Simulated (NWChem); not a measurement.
System: SiH4S2O; SMILES O[SiH](S)S

The following NWChem deck was run.

```
start job
memory heap 200 mb stack 900 mb global 1100 mb
geometry units angstroms noautoz
  Si    -0.205462    -0.105448    -0.260701
  O     -1.732226    -0.063771     0.391324
  S      1.156872     1.371369     0.481056
  S      0.604353    -1.972093     0.358199
  H     -0.285576     0.088678    -1.737812
  H     -2.278009     0.699064     0.174562
  H      1.067222     2.140346    -0.626449
  H     -0.607944    -2.571023     0.381483
end
basis spherical
  * library def2-svp
end
dft
  xc mpw1k
  iterations 150
  mulliken
end
task dft energy
```

Output (shortened):

```
             Northwest Computational Chemistry Package (NWChem) 7.3.0
             --------------------------------------------------------

 C1  symmetry detected

                             Geometry "geometry" -> ""
                             -------------------------

 Output coordinates in angstroms (scale by  1.889725989 to convert to a.u.)

  No.       Tag          Charge          X              Y              Z
 ---- ---------------- ---------- -------------- -------------- --------------
    1 Si                  14.0000    -0.42329595    -0.00859958    -0.40899084
    2 O                    8.0000    -1.83860790    -0.31033991     0.40570342
    3 S                   16.0000     0.62767342     1.75957423     0.18780947
    4 S                   16.0000     0.86179984    -1.62242617     0.10801364
    5 H                    1.0000    -0.70438591     0.13152138    -1.86752250
    6 H                    1.0000    -2.56752646     0.29988708     0.25377308
    7 H                    1.0000     0.24265868     2.46390438    -0.89921066
    8 H                    1.0000    -0.16731202    -2.48656833     0.26003472

 Effective nuclear repulsion energy (a.u.)     280.4316289662

                                 NWChem DFT Module
                                 -----------------

 Summary of "ao basis" -> "ao basis" (spherical)
 ------------------------------------------------------------------------------
       Tag                 Description            Shells   Functions and Types
 ---------------- ------------------------------  ------  ---------------------
 Si                         def2-svp                 8       18   4s3p1d
 O                          def2-svp                 6       14   3s2p1d
 S                          def2-svp                 8       18   4s3p1d
 H                          def2-svp                 3        5   2s1p

            General Information
            -------------------
          SCF calculation type: DFT
          Wavefunction type:  closed shell.
          No. of atoms     :     8
          No. of electrons :    58
           Alpha electrons :    29
            Beta electrons :    29
          Charge           :     0
          Spin multiplicity:     1
          Use of symmetry is: off; symmetry adaption is: off
          Maximum number of iterations: 150
          AO basis - number of functions:    88
                     number of shells:    42
          Convergence on energy requested:  1.00D-06
          Convergence on density requested:  1.00D-05
          Convergence on gradient requested:  5.00D-04

              XC Information
              --------------
                        MPW1K Method XC Functional
                     Hartree-Fock (Exact) Exchange  0.428
                        mPW91  Exchange Functional  0.572
                Perdew 1991 Correlation Functional  1.000 non-local
            Perdew 1991 LDA Correlation Functional  1.000 local

             Grid Information
             ----------------
          Grid used for XC integration:  medium
          Radial quadrature: Mura-Knowles
          Angular quadrature: Lebedev.
          Tag              B.-S. Rad. Rad. Pts. Rad. Cut. Ang. Pts.
          ---              ---------- --------- --------- ---------
          Si                  1.10       88           8.0       590
          O                   0.60       49          10.0       434
          S                   1.00       88          11.0       590
          H                   0.35       45          12.0       434
          Grid pruning is: on
          Number of quadrature shells:   493
          Spatial weights used:  Erf1

      Superposition of Atomic Density Guess
      -------------------------------------

 Sum of atomic energies:       -1160.12145113

      Non-variational initial energy
      ------------------------------

 Total energy =   -1161.328006
 1-e energy   =   -2163.148296
 2-e energy   =     721.388661
 HOMO         =      -0.315265
 LUMO         =       0.071242

     ---------------------------------------------
      Total Density - Mulliken Population Analysis
     ---------------------------------------------

    Atom       Charge   Shell Charges
 -----------   ------   -------------------------------------------------------
    1 Si  14    12.97   2.00  1.99  0.93  0.14  5.93  0.92  0.77  0.28
    2 O    8     8.77   1.99  1.10  0.63  3.10  1.94  0.00
    3 S   16    16.48   2.00  1.99  1.20  0.64  5.94  1.82  2.85  0.03
    4 S   16    16.46   2.00  1.99  1.20  0.64  5.94  1.82  2.84  0.03
    5 H    1     1.09   0.70  0.38  0.01
    6 H    1     0.65   0.52  0.07  0.06
    7 H    1     0.79   0.57  0.19  0.03
    8 H    1     0.79   0.57  0.19  0.03

   convergence    iter        energy       DeltaE   RMS-Dens  Diis-err
 ---------------- ----- ----------------- --------- --------- ---------
 d= 0,ls=0.0,diis     1  -1163.1542450668 -1.44D+03  1.15D-02  5.97D-01
 d= 0,ls=0.0,diis     2  -1163.1697694701 -1.55D-02  5.80D-03  5.75D-01
 d= 0,ls=0.0,diis     3  -1163.2295275718 -5.98D-02  1.01D-03  1.52D-02
 d= 0,ls=0.0,diis     4  -1163.2308507077 -1.32D-03  4.40D-04  1.40D-03
 d= 0,ls=0.0,diis     5  -1163.2310555511 -2.05D-04  9.54D-05  5.87D-05
  Resetting Diis
 d= 0,ls=0.0,diis     6  -1163.2310641194 -8.57D-06  2.10D-05  2.54D-06
 d= 0,ls=0.0,diis     7  -1163.2310645454 -4.26D-07  8.46D-06  2.23D-07

         Total DFT energy =    -1163.231064545387
      One electron energy =    -2166.041195762910
           Coulomb energy =      804.884068920763
    Exchange-Corr. energy =      -82.505566669420
 Nuclear repulsion energy =      280.431628966179

 Numeric. integr. density =       58.000004695621

                       DFT Final Molecular Orbital Analysis
                       ------------------------------------

 Vector   27  Occ=2.000000D+00  E=-3.635178D-01
              MO Center= -1.9D-01,  7.5D-01, -1.1D-01, r^2= 4.0D+00
   Bfn.  Coefficient  Atom+Function         Bfn.  Coefficient  Atom+Function
  ----- ------------  ---------------      ----- ------------  ---------------
    24      0.257693  2 O  pz                44      0.254388  3 S  py
    45      0.231942  3 S  pz                69      0.220849  5 H  s
    43      0.216094  3 S  px                27      0.202368  2 O  pz
    41      0.183678  3 S  py                42      0.179079  3 S  pz
    40      0.171380  3 S  px                23      0.165681  2 O  py

 Vector   28  Occ=2.000000D+00  E=-3.170715D-01
              MO Center=  4.9D-01,  1.5D+00,  1.4D-01, r^2= 2.1D+00
   Bfn.  Coefficient  Atom+Function         Bfn.  Coefficient  Atom+Function
  ----- ------------  ---------------      ----- ------------  ---------------
    43      0.512292  3 S  px                40      0.349877  3 S  px
    45     -0.309025  3 S  pz                42     -0.214912  3 S  pz
    37      0.199893  3 S  px                44     -0.192578  3 S  py
    41     -0.136987  3 S  py                39     -0.122466  3 S  pz
    23      0.101647  2 O  py                11      0.097143  1 Si px

 Vector   29  Occ=2.000000D+00  E=-3.109815D-01
              MO Center=  6.9D-01, -1.3D+00,  2.4D-03, r^2= 2.3D+00
   Bfn.  Coefficient  Atom+Function         Bfn.  Coefficient  Atom+Function
  ----- ------------  ---------------      ----- ------------  ---------------
    63      0.593243  4 S  pz                60      0.411197  4 S  pz
    57      0.234135  4 S  pz                62      0.165105  4 S  py
    70      0.160078  5 H  s                 69      0.125610  5 H  s
    59      0.113449  4 S  py                44      0.097500  3 S  py
    13      0.087679  1 Si pz                41      0.078830  3 S  py

 Vector   30  Occ=0.000000D+00  E= 4.283200D-02
              MO Center=  2.2D-02,  1.5D+00, -5.0D-01, r^2= 4.6D+00
   Bfn.  Coefficient  Atom+Function         Bfn.  Coefficient  Atom+Function
  ----- ------------  ---------------      ----- ------------  ---------------
    80      1.095612  7 H  s                 36     -0.639189  3 S  s
    13      0.590662  1 Si pz                70      0.564110  5 H  s
    44     -0.487564  3 S  py                45      0.474738  3 S  pz
    21     -0.341785  2 O  s                  3     -0.338273  1 Si s
    79      0.260561  7 H  s                 43      0.248294  3 S  px

 Vector   31  Occ=0.000000D+00  E= 4.993459D-02
              MO Center= -3.2D-01, -6.1D-01, -2.2D-01, r^2= 5.5D+00
   Bfn.  Coefficient  Atom+Function         Bfn.  Coefficient  Atom+Function
  ----- ------------  ---------------      ----- ------------  ---------------
    85      0.819831  8 H  s                 11      0.786838  1 Si px
    54     -0.702109  4 S  s                 21      0.570453  2 O  s
    36     -0.387167  3 S  s                 61      0.349909  4 S  px
    75     -0.335450  6 H  s                 45      0.297404  3 S  pz
    62      0.278567  4 S  py                80      0.258186  7 H  s

 Vector   32  Occ=0.000000D+00  E= 6.438783D-02
              MO Center= -5.2D-01, -5.8D-03, -2.5D-01, r^2= 5.4D+00
   Bfn.  Coefficient  Atom+Function         Bfn.  Coefficient  Atom+Function
  ----- ------------  ---------------      ----- ------------  ---------------
    12      0.937717  1 Si py                85      0.679475  8 H  s
    62      0.535492  4 S  py                 4      0.469397  1 Si s
    70     -0.454417  5 H  s                 44      0.391630  3 S  py
    75      0.322996  6 H  s                 11     -0.314676  1 Si px
    21     -0.305542  2 O  s                 43      0.305168  3 S  px

     ---------------------------------------------
      Total Density - Mulliken Population Analysis
     ---------------------------------------------

[...]
```

Level: MPW1K/def2-SVP. All runs use the structure optimised with PBE0/def2-SVP.
